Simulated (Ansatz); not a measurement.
Ansatz (a quantum-chemistry and plane-wave program) input (B3LYP/LANL2DZ): The .json file is the Basis Set Exchange's LANL2DZ.

Ansatz 0.2 input:
```yaml
crystal:
  periodic: [false, false, false]
  atoms:
    - {symbol: C, position_ang: [-2.15981200, 0.73280800, -0.13406400]}
    - {symbol: C, position_ang: [-1.28937500, -0.15323500, 0.37829600]}
    - {symbol: C, position_ang: [-0.14420800, -0.74264900, -0.44118500]}
    - {symbol: Si, position_ang: [1.44674900, 0.12106000, 0.02599300]}
    - {symbol: H, position_ang: [-2.88126500, 1.03651800, 0.65544400]}
    - {symbol: H, position_ang: [-1.26814100, -0.51685100, 1.42476000]}
    - {symbol: H, position_ang: [-0.02924400, -1.82731300, -0.30039500]}
    - {symbol: H, position_ang: [-0.34555900, -0.55464700, -1.50104500]}
    - {symbol: H, position_ang: [2.68591000, -0.46749300, -0.59785400]}
    - {symbol: H, position_ang: [1.44380800, 1.55611100, -0.35843100]}
    - {symbol: H, position_ang: [1.70037900, 0.05729600, 1.49533700]}
basis:
  gaussian:
    orbitals: LANL2DZ.json
hamiltonian:
  xc: {name: B3LYP}
total_charge: -1
relax: {f_tol: 0.003, max_steps: 120}
```

From the output:

```
relax step   9: F+E_penalty+E_count = -3327.63876288 eV  Δ(F+E_penalty+E_count) = +2.376e-3 eV  max|allowed force component| = 2.317e-1 eV/Å  Δτ_max = 0.0111 Å  (25 SCF iters, rejected (line search))
these checks for a lower state are left out or cut short: starts, cluster_reference, orbital_swaps, neighbouring_geometries, increment
integrals: 0.01 GiB planned
690 factors; integrals over basis functions are off by at most 2.9e-4 eV
mean field: 0.14 GiB planned
mean field -3327.64124864 eV, -122.2885603313 hartree, gradient 1.1e-5 eV, S^2 0.000000; 0 other end points of the search recorded, 0 dependent functions left out
the calculation of the forces begins
reference -3327.64150407 eV, -122.2885697182 hartree; 15, 15 occupied and 34, 34 virtual orbitals, 690 factors
relax step  10: F+E_penalty+E_count = -3327.64124864 eV  Δ(F+E_penalty+E_count) = -1.099e-4 eV  max|allowed force component| = 1.398e-2 eV/Å  Δτ_max = 0.0054 Å  (22 SCF iters, accepted)
these checks for a lower state are left out or cut short: starts, cluster_reference, orbital_swaps, neighbouring_geometries, increment
integrals: 0.01 GiB planned
690 factors; integrals over basis functions are off by at most 2.9e-4 eV
mean field: 0.14 GiB planned
mean field evaluation 64: about -3327.6408 eV, gradient 2.8e-1 eV
mean field -3327.64123348 eV, -122.2885597742 hartree, gradient 2.6e-5 eV, S^2 0.000000; 0 other end points of the search recorded, 0 dependent functions left out
the calculation of the forces begins
reference -3327.64148888 eV, -122.2885691599 hartree; 15, 15 occupied and 34, 34 virtual orbitals, 690 factors
relax step  11: F+E_penalty+E_count = -3327.64123348 eV  Δ(F+E_penalty+E_count) = +1.516e-5 eV  max|allowed force component| = 3.317e-2 eV/Å  Δτ_max = 0.0126 Å  (21 SCF iters, rejected (line search))
these checks for a lower state are left out or cut short: starts, cluster_reference, orbital_swaps, neighbouring_geometries, increment
integrals: 0.01 GiB planned
690 factors; integrals over basis functions are off by at most 2.9e-4 eV
mean field: 0.14 GiB planned
mean field -3327.64129678 eV, -122.2885621005 hartree, gradient 1.8e-5 eV, S^2 0.000000; 0 other end points of the search recorded, 0 dependent functions left out
the calculation of the forces begins
reference -3327.64155227 eV, -122.2885714896 hartree; 15, 15 occupied and 34, 34 virtual orbitals, 690 factors
relax step  12: F+E_penalty+E_count = -3327.64129678 eV  Δ(F+E_penalty+E_count) = -4.814e-5 eV  max|allowed force component| = 6.583e-3 eV/Å  Δτ_max = 0.0061 Å  (22 SCF iters, accepted)
these checks for a lower state are left out or cut short: starts, cluster_reference, orbital_swaps, neighbouring_geometries, increment
integrals: 0.01 GiB planned
690 factors; integrals over basis functions are off by at most 2.9e-4 eV
mean field: 0.14 GiB planned
mean field -3327.64129967 eV, -122.2885622066 hartree, gradient 9.1e-6 eV, S^2 0.000000; 0 other end points of the search recorded, 0 dependent functions left out
the calculation of the forces begins
reference -3327.64155513 eV, -122.2885715945 hartree; 15, 15 occupied and 34, 34 virtual orbitals, 690 factors
relax step  13: F+E_penalty+E_count = -3327.64129967 eV  Δ(F+E_penalty+E_count) = -2.887e-6 eV  max|allowed force component| = 1.834e-2 eV/Å  Δτ_max = 0.0050 Å  (22 SCF iters, accepted)
these checks for a lower state are left out or cut short: starts, cluster_reference, orbital_swaps, neighbouring_geometries, increment
integrals: 0.01 GiB planned
690 factors; integrals over basis functions are off by at most 2.9e-4 eV
mean field: 0.14 GiB planned
mean field -3327.64133518 eV, -122.2885635115 hartree, gradient 2.7e-5 eV, S^2 0.000000; 0 other end points of the search recorded, 0 dependent functions left out
the calculation of the forces begins
reference -3327.64159062 eV, -122.2885728987 hartree; 15, 15 occupied and 34, 34 virtual orbitals, 690 factors
relax step  14: F+E_penalty+E_count = -3327.64133518 eV  Δ(F+E_penalty+E_count) = -3.551e-5 eV  max|allowed force component| = 3.267e-3 eV/Å  Δτ_max = 0.0066 Å  (21 SCF iters, accepted)
these checks for a lower state are left out or cut short: starts, cluster_reference, orbital_swaps, neighbouring_geometries, increment
integrals: 0.01 GiB planned
690 factors; integrals over basis functions are off by at most 2.9e-4 eV
mean field: 0.14 GiB planned
mean field -3327.64133962 eV, -122.2885636748 hartree, gradient 2.8e-5 eV, S^2 0.000000; 0 other end points of the search recorded, 0 dependent functions left out
the calculation of the forces begins
reference -3327.64159506 eV, -122.2885730621 hartree; 15, 15 occupied and 34, 34 virtual orbitals, 690 factors
relax step  15: F+E_penalty+E_count = -3327.64133962 eV  Δ(F+E_penalty+E_count) = -4.442e-6 eV  max|allowed force component| = 2.400e-3 eV/Å  Δτ_max = 0.0012 Å  (18 SCF iters, accepted)
integrals: 0.01 GiB planned
690 factors; integrals over basis functions are off by at most 2.9e-4 eV
mean field: 0.14 GiB planned
mean field evaluation 96: about -3327.3522 eV, gradient 8.8e0 eV
mean field -3327.64133962 eV, -122.2885636748 hartree, gradient 2.8e-5 eV, S^2 0.000000; 1 other end points of the search recorded, 0 dependent functions left out
the calculation of the forces begins
reference -3327.64159506 eV, -122.2885730621 hartree; 15, 15 occupied and 34, 34 virtual orbitals, 690 factors
Total energy: -3327.64159506 eV, -122.2885730621 hartree
Atom 0 at    -2.282586     0.652837    -0.177813 Å, force    -0.001570    -0.000214     0.000374 eV/Å
Atom 1 at    -1.304304    -0.124610     0.401646 Å, force     0.001903    -0.000569     0.002400 eV/Å
Atom 2 at    -0.151612    -0.713126    -0.437983 Å, force    -0.001707     0.000710    -0.001116 eV/Å
Atom 3 at     1.502276     0.102313     0.028670 Å, force     0.002014    -0.000647     0.000124 eV/Å
Atom 4 at    -3.022228     0.966769     0.619491 Å, force     0.000757    -0.000602    -0.001127 eV/Å
Atom 5 at    -1.205382    -0.408359     1.475409 Å, force    -0.001285     0.000738    -0.001912 eV/Å
Atom 6 at    -0.060271    -1.810312    -0.330408 Å, force     0.000732    -0.000404     0.000390 eV/Å
Atom 7 at    -0.378855    -0.488969    -1.490745 Å, force    -0.000341     0.000567     0.001190 eV/Å
Atom 8 at     2.731222    -0.505769    -0.606930 Å, force    -0.000882    -0.000293     0.000241 eV/Å
Atom 9 at     1.553026     1.548773    -0.333430 Å, force     0.000307     0.000811     0.000146 eV/Å
Atom 10 at     1.777958     0.022057     1.498948 Å, force     0.000072    -0.000095    -0.000709 eV/Å
Dipole moment:     1.354240    -0.517847     0.305144 e Å
```

The dipole moment of an ion depends on the origin.

The geometry given is a B3LYP-D3(BJ)/def2-TZVP minimum.
